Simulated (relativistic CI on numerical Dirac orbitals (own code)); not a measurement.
**Ne⁵⁺: calculation against measurement**

Calculated at this level of theory: Dirac-Coulomb-Breit CI, separate exchange-only KLI orbitals for each configuration, a model potential for QED, valence Slater integrals scaled by 0.85, P86 correlation energy added to each configuration (own radial code, finite nucleus).

Configurations in the expansion (outside the closed core 1s2): 2s²2p, 2s2p², 2p³, 2s²3s, 2s²3p, 2p²3s, 2s²3d, 2p²3p, 2p²3d, 2s2p3s, 2s2p3p, 2s2p3d, 2s²4s, 2s²4p, 2s²4d, 2s²4f. Levels of other configurations are missing.

```
Configuration  Term (tabulated)    J  Measured (cm⁻¹)  Computed  Error  Purity (%)
        2s²2p               2P°  1/2              0.0         0      0          97
        2s²2p               2P°  3/2           1310.0      1298    -12          97
        2s2p²                2D  5/2         178992.0    179008     16         100
        2s2p²                2D  3/2         179021.0    179044     23         100
        2s2p²                2S  1/2         230853.0    223960  -6893         100
        2s2p²                2P  1/2         249292.0    242975  -6317          99
        2s2p²                2P  3/2         250112.0    243778  -6334         100
          2p³               2P°  1/2         405984.0    407569   1585          97
          2p³               2P°  3/2         406056.0    407610   1554          97
        2s²3s                2S  1/2         722610.0    721914   -696          94
        2s²3p               2P°  1/2         771234.1    772475   1241          92
        2s²3p               2P°  3/2         771556.7    772796   1239          92
       2s2p3s               2P°  1/2         855740.0    855477   -263          96
       2s2p3s               2P°  3/2         856560.0    856367   -193          96
       2s2p3p                2D  3/2         900100.0    901219   1119          99
       2s2p3p                2D  5/2         900900.0    902067   1167          99
       2s2p3p                2S  1/2         914860.0    914901     41          99
       2s2p3d               2D°  3/2         928020.0    930481   2461          98
       2s2p3d               2D°  5/2         928220.0    930565   2345          88
       2s2p3d               2F°  5/2         945900.0    948463   2563         100
       2s2p3d               2F°  7/2         946700.0    949280   2580         100
       2s2p3d               2P°  3/2         952200.0    953133    933          95
       2s2p3d               2P°  1/2         952610.0    953605    995          95
        2s²4s              2S †  1/2         983000.0   1011824  28824          68
       2s2p3p                2D  3/2         986000.0    983466  -2534          94
       2s2p3p                2D  5/2         986140.0    983571  -2569          95
       2s2p3d               2D°  3/2        1030110.0   1027248  -2862          99
       2s2p3d               2D°  5/2        1030230.0   1027357  -2873          99
        2p²3p               2F°  5/2        1095830.0   1101050   5220          95
        2p²3p               2F°  7/2        1096170.0   1101272   5102          95
```

Measured levels from NIST levels in Podobedova, Fuhr, Reader and Wiese, J. Phys. Chem. Ref. Data 33, 525 (2004); pairs were made by configuration, J and term (by order where the table uses no LS term), so strongly mixed levels may be paired wrongly.

Mean error by configuration (cm⁻¹): 2s²2p -12; 2s2p² -3901; 2p³ 1569; 2s²3s -696; 2s²3p 1240; 2s2p3s -228; 2s2p3p -555; 2s2p3d 768; 2p²3p 5161. Over the excited levels the mean absolute error is 2205 cm⁻¹ (29 of the 37 excited levels that our extract of the source holds in range could be paired, and the others can miss by more), and the median relative error of those above 1,000 cm⁻¹ is 0.26 %. † marks terms whose computed intervals miss the measured ones by more than a factor of 2.5, or configurations far off the rest, from wrong mixing, a near crossing or a doubtful label or measurement; they are left out of the means.
